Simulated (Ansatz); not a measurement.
**Cost against result**

Saddle point of Si$_{3}$N$_{2}$H$_{9}$ClF, doublet (Si₃N₂H₈Cl ([SiH3][NH][Si]([Cl])[NH][SiH3]) + HF → Si₂NH₄ClF ([F][Si]([Cl])[NH][SiH3]) + SiNH₅ ([NH2][SiH3]) (still joined by a long Si–N bond); bonds formed: Si1–F8, N2–H7; bonds broken: H7–F8; bonds weakened to dative contacts: Si1–N2), PBE0-D4/def2-TZVP structure:

```
atom    x (Å)    y (Å)    z (Å)
 Si1   0.5594   1.3381   0.3675
  N2   1.6113  -0.0360  -0.3052
 Si3   1.1511  -0.7467  -1.8737
  N4  -1.1001   1.0124   0.2083
 Si5  -2.0854  -0.1820   1.0356
 Cl6   1.4871   2.1437   2.0271
  H7   1.1975  -0.6185   0.6414
  F8   0.3990  -0.5131   1.5870
  H9   2.5999   0.1821  -0.2248
 H10  -0.0381  -1.5908  -1.6418
 H11   0.8599   0.3377  -2.8401
 H12   2.3071  -1.5511  -2.3350
 H13  -1.6107   1.7002  -0.3265
 H14  -1.8275  -1.5654   0.5717
 H15  -2.0417  -0.0843   2.5103
 H16  -3.4687   0.1740   0.5978
```

Barriers are electronic and count from the start structure reached by relaxing down the imaginary mode. Spin–orbit coupling is left out.

Computed with Ansatz 0.2.0 (basis: as named in each row); correlated methods freeze the cores; orbitals are unrestricted. B3LYP uses VWN-RPA correlation. Extrapolation: Hartree–Fock as exp(−7.88 √X), correlation as X^−2.97.

Times are rough, for one single point on 5 threads of a shared host (AMD EPYC 7R13), with one NVIDIA H100 (or a share of it) where marked.

The estimate by CCSD(T) at an estimated basis limit (MP2 extrapolated from triple and quadruple zeta, plus CCSD(T) − MP2 in triple zeta) is 0.732 eV.

```tsv
method	basis	time (s)	barrier (eV)	method less estimate
HF	STO-3G	2	1.682	0.950
PBE-D4	STO-3G	2	-0.321	-1.053
SPW92	def2-SVP	3	0.087	-0.645
PBE-D4	def2-SVP	4	0.357	-0.374
B3LYP-D4	6-31G	6	0.228	-0.504
PBE0-D4	def2-SVP	7	0.502	-0.230
BLYP-D4	def2-TZVPP	7 (H100)	0.648	-0.084
r2SCAN0-D4	def2-TZVPP	8 (H100)	0.660	-0.072
SPW92	def2-TZVPP	8 (H100)	0.276	-0.455
PBE-D4	def2-TZVPP	8 (H100)	0.537	-0.195
r2SCAN-D4	def2-TZVPP	8 (H100)	0.567	-0.165
B97M-V	def2-TZVPP	9 (H100)	0.674	-0.058
PBE0-D4	def2-TZVPP	10 (H100)	0.653	-0.079
RPA on PBE	def2-TZVPP	11 (H100)	0.741	0.009
B3LYP-D4	def2-TZVPP	12 (H100)	0.720	-0.012
BHLYP-D4	def2-TZVPP	12 (H100)	0.827	0.096
CAM-B3LYP-D4	def2-TZVPP	14 (H100)	0.682	-0.050
CCSD(T)	def2-SVP	15 (H100)	0.706	-0.026
wB97X-V	def2-TZVPP	15 (H100)	0.678	-0.054
PBE-QIDH	def2-TZVPP	15 (H100)	0.704	-0.028
wB97M-V	def2-SVP	19	0.478	-0.253
wB97M-V	def2-TZVPP	19 (H100)	0.653	-0.079
B2PLYP	def2-TZVPP	20 (H100)	0.721	-0.010
MP2	def2-QZVPP	22 (H100)	0.717	-0.015
CCSD(T)	def2-TZVPP	110 (H100)	0.749	0.017
```

All methods are single points on the PBE0-D4 structures; a negative value means that the method puts the saddle structure below the start.

No T1 diagnostic of these runs exceeds 0.014. ⟨S²⟩ of the unrestricted Hartree–Fock references: 0.75 to 0.76 (a pure state has 0.75).

Steps of this kind, hydrogen fluoride cutting a network bond, underlie vapour etching and the fluorination step of atomic layer etching. Here a small cluster stands in for the surface site.

Labels in which every atom is bracketed show which atoms are joined, not bond orders.
